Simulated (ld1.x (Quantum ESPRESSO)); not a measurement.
**Before and after: ultrasoft potential for beryllium**

| Quantity | Value |
| --- | --- |
| Element | beryllium |
| Generator | ld1.x (Quantum ESPRESSO) 7.5 |
| Type | ultrasoft |
| Functional | PBEsol |
| Relativity | non-relativistic |
| Frozen core | none |
| Valence charge | 4 |
| Reference configuration | 1s2 2s2 2p0 |
| Partial waves | 1s (bound): rcut 0.65, rcutus 0.75 bohr; 2s (bound): rcut 0.65, rcutus 0.75 bohr; 2p (bound, empty): rcut 3.70, rcutus 4.45 bohr; 2p channel at 1.4 Ry: rcut 3.70, rcutus 4.45 bohr; 3d channel at 0.15 Ry: rcut 4.15, rcutus 4.55 bohr; 3d channel at 2.5 Ry: rcut 4.15, rcutus 4.55 bohr |
| Local potential | all-electron potential smoothed inside 0.70 bohr (lloc = -1) |
| Core correction | none |
| Augmentation charge | PSQ, radius 0.55 bohr |

Change: local potential all-electron potential smoothed inside 3.78 bohr (lloc = -1).

Cutoffs: the cutoffs (Ry, on a coarse ladder) from which the occupation-weighted sum of valence levels, in a spherical-Bessel basis at the reference potential, stays within 10 and 1 mRy of its value at 400 Ry; they do not see the model core or the augmentation charge, which bear on the density cutoff. Errors are all-electron minus pseudo energies relative to the spin-unpolarised reference configuration.

**Question.** What does the change do?

**Answer.** The potential gets harder (120 Ry and 180 Ry → 140 Ry and 180 Ry); the number of tests with a reliable result goes from 7 to 0 (the test run of the changed file stopped, so its transferability is not established); the range in which the s phases agree narrows (upper end at the end of the scan → 2.0); the range in which the p phases agree widens (upper end 0.4 → 2.0); neither file shows a bound ghost.

```csv
quantity,base,changed
"cutoff, loose",120 Ry,140 Ry
"cutoff, tight",180 Ry,180 Ry
bound ghosts,none,none
tests with a reliable result,7 of 7,0 of 7 (the test run stopped)
s: phases at 4.93 bohr within 0.05 rad from the reference energy up to (Ry; the scan ends near 5),to the end of the scan,2.0
p: phases at 4.93 bohr within 0.05 rad from the reference energy up to (Ry; the scan ends near 5),0.4,2.0
d: phases at 4.93 bohr within 0.05 rad from the reference energy up to (Ry; the scan ends near 5),1.2,0.3
lowest overlap eigenvalue by channel,"s 0.31, p 0.74, d 0.89","s 0.71, p 0.77, d 0.93"
```
